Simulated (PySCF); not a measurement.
SMILES CO[Si]([O][GeH3])(OC)OC (C3H12GeO4Si), GFN2-xTB optimised geometry.

```
21

Si    -0.50    -0.66    -2.86
O     -1.62    -0.34    -3.97
C     -2.33    -1.29    -4.73
O      0.20     0.77    -2.47
C      0.71     1.69    -3.40
O      0.52    -1.76    -3.50
C      1.51    -2.46    -2.79
O     -1.02    -1.14    -1.41
Ge    -0.45    -0.25     0.00
H     -2.86    -0.74    -5.51
H     -1.64    -2.00    -5.18
H     -3.04    -1.83    -4.10
H      1.54     1.26    -3.96
H     -0.07     1.99    -4.11
H      1.05     2.57    -2.85
H      1.15    -2.76    -1.81
H      2.40    -1.83    -2.66
H      1.77    -3.34    -3.37
H     -1.04     1.12     0.00
H      1.04    -0.25     0.00
H     -1.00    -1.12     1.10
```

Density from PySCF 2.14.0 with PBE0/def2-SVP at that geometry.

Minimum of the electron density along straight lines between bonded atoms, close to the bond critical point (lines longer than 1.1 times the sum of covalent radii, or with two minima, are not listed):

```
bond     length / Å  ρ at the minimum / e bohr⁻³  ∇²ρ there / e bohr⁻⁵  position (fraction from the first atom)
-------  ----------  ---------------------------  --------------------  ---------------------------------------
Si1–O2        1.608                        0.136                  1.17                                     0.41
O2–C3         1.403                        0.252                     ?                                     0.66
Si1–O4        1.635                        0.129                  1.04                                     0.41
O4–C5         1.407                        0.251                 -0.30                                     0.66
Si1–O6        1.627                        0.131                  1.09                                     0.41
O6–C7         1.405                        0.252                 -0.30                                     0.66
Si1–O8        1.618                        0.135                  1.13                                     0.41
O8–Ge9        1.762                        0.139                     ?                                     0.53
C3–H10        1.090                        0.284                 -1.09                                     0.64
C3–H11        1.090                        0.284                 -1.09                                     0.64
C3–H12        1.091                        0.283                 -1.08                                     0.63
C5–H13        1.092                        0.282                 -1.07                                     0.63
C5–H14        1.090                        0.284                 -1.09                                     0.64
C5–H15        1.089                        0.284                 -1.09                                     0.64
C7–H16        1.093                        0.282                 -1.07                                     0.64
C7–H17        1.093                        0.281                 -1.06                                     0.63
C7–H18        1.090                        0.283                 -1.09                                     0.64
Ge9–H19       1.491                        0.146                  0.07                                     0.59
Ge9–H20       1.496                        0.144                  0.07                                     0.59
Ge9–H21       1.502                        0.142                  0.07                                     0.59
```

Problem. What belongs in the gaps?

Solution. 
- O2–C3, ∇²ρ there / e bohr⁻⁵: -0.27
- O8–Ge9, ∇²ρ there / e bohr⁻⁵: 0.73
